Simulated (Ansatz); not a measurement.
## Telling isomers of C2H2FSi apart by their spectra

These gas-phase data were calculated for one isomer of C2H2FSi at B3LYP/6-31G* (harmonic, unscaled wavenumbers; equilibrium rotational constants with average atomic masses):

| Property | Result |
| --- | --- |
| rotational constants | 19.81, 4.544, 4.354 GHz |
| all wavenumbers above 1500 cm⁻¹ | 3203, 3183 |
| dipole moment | 1.81 D (PBE0/def2-TZVPD) |

Candidates:

(1) `C#C[SiH]F`, a doublet
(2) `F[Si]1C=C1`, a doublet

Problem. Assign the data to one candidate and say why.

Solution. Candidate (2). No mode falls between 3300 and 3560 cm⁻¹, where the ≡C–H stretch of (1) would stand.

The same quantities for all candidates:

|  | rotational constants (GHz) | wavenumbers above 1500 cm⁻¹ | dipole (D) | E above the lowest, B3LYP/6-31G* (kcal/mol) |
| --- | --- | --- | --- | --- |
| (1) | 21.72, 3.354, 2.948 | 3476, 2219, 2117 | 1.76 | 0.0 |
| (2) | 19.81, 4.544, 4.354 | 3203, 3183 | 1.81 | 2.6 |

Open shells are spin-unrestricted. Programs: Ansatz 0.2.0.
